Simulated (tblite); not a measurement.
Compound: C₄H₁₃FSi₄.
Cartesian coordinates in Å at the GFN2-xTB level; atoms count from 1:
```
atom  x, y, z in Å
F1     2.9556    1.8168    1.9476
Si2    1.8807    0.6117    1.7024
Si3    2.8436   -0.8840    0.1589
Si4    1.5473    0.0909   -1.5605
Si5    0.3686    1.3757    0.0579
C6    -1.3957    0.7370    0.4005
C7    -1.4689   -0.7574    0.7630
C8    -2.0942   -1.0496   -0.6068
C9    -2.2384    0.4563   -0.8577
H10    1.5694    0.3075    3.1005
H11    2.5173   -2.2929    0.4367
H12    4.3037   -0.9042    0.0063
H13    2.3168    0.8873   -2.5283
H14    0.7872   -0.8190   -2.4326
H15    0.1823    2.8200   -0.2003
H16   -1.9079    1.3769    1.1219
H17   -0.5169   -1.2551    0.9578
H18   -2.1412   -0.9711    1.5934
H19   -1.4056   -1.5351   -1.2953
H20   -3.0252   -1.6136   -0.5882
H21   -1.8221    0.8146   -1.7985
H22   -3.2667    0.8070   -0.7801
```

Calculated harmonic vibrations of the isolated species, GFN2-xTB (tblite), most abundant isotopes, no scaling. Errors from tens to a few hundred cm⁻¹ against measured bands are possible. Modes of hydrogen on silicon can be 10 to 20 % off. One conformer, not necessarily the lowest.

Harmonic wavenumbers (cm⁻¹): 27.6, 42.9, 72.0, 81.9, 101.5, 136.8, 147.3, 224.7, 260.2, 294.4, 301.0, 347.9, 362.3, 372.0, 377.2, 383.2, 409.8, 444.8, 478.9, 532.3, 578.8, 597.3, 609.5, 667.5, 689.5, 731.2, 748.8, 821.1, 823.4, 830.8, 848.4, 1005.5, 1005.9, 1039.8, 1044.7, 1066.1, 1104.2, 1185.9, 1187.2, 1228.3, 1251.7, 1252.8, 1265.2, 1268.9, 1478.3, 1489.0, 1502.0, 2093.3, 2142.6, 2156.0, 2171.3, 2190.8, 2208.0, 2940.4, 2951.6, 2979.0, 2991.2, 2998.8, 3008.7, 3015.8.

A = 1242, B = 590.6, C = 512.9 MHz; mass 192.008 u (most abundant isotopes); point group C1, symmetry number 1.

Q: What is the zero-point energy?

A: Half the sum of the wavenumbers: 33284 cm⁻¹ = 95.16 kcal/mol.

Q: Entropy at 298.15 K, 1 bar (ideal gas, RRHO, classical rotation)?

A: Translation 41.69, rotation 31.12, vibration 47.02: S = 119.8 cal/(mol K).

Q: And Cp and H(298.15 K) − H(0)?

A: Cp = 53.84 cal/(mol K), of which vibrations give 45.89 (their classical limit is 60 R = 119.2); H(298.15 K) − H(0) = 9.53 kcal/mol without the zero-point energy, 7.16 from vibrations.

Q: Blend soft modes into free rotors: weight 1/[1 + (100 cm⁻¹/ν̃)⁴] for the oscillator and the rest for a rotor with moment μB/(μ + B), μ = h/(8π²ν), B = 10⁻⁴⁴ kg m². What vibrational entropy results?

A: 42.17 cal/(mol K) in place of 47.02, which changes −T·S at 298.15 K by +1.45 kcal/mol.

Q: How do the functions run with temperature in this model?

A: 
```csv
T (K),S (cal/(mol K)),Cp (cal/(mol K)),H − H(0) (kcal/mol),G − H(0) (kcal/mol),ln q(vib)
100,79.2,24.6,1.63,-6.29,3.36
200,101.1,40.4,4.89,-15.34,7.54
300,120.2,54.1,9.63,-26.42,11.65
500,152.9,74.6,22.64,-53.83,19.47
800,192.4,93.1,48.06,-105.88,30.01
1000,214.1,101.1,67.52,-146.59,36.28
```

q(vib) and H(0) count from the zero-point level.

Q: What must be added to the electronic energy to get the Gibbs energy at 298.15 K and 1 bar?

A: ZPE + [H(298.15 K) − H(0)] − T·S = 95.16 + 9.53 − 35.73 = 68.96 kcal/mol.

Hindered rotation and anharmonicity are outside this model. Other conformers, if any are populated, would add a mixing term that is left out. The structure is chiral; the term R ln 2 for an equal mix with its mirror image is left out.
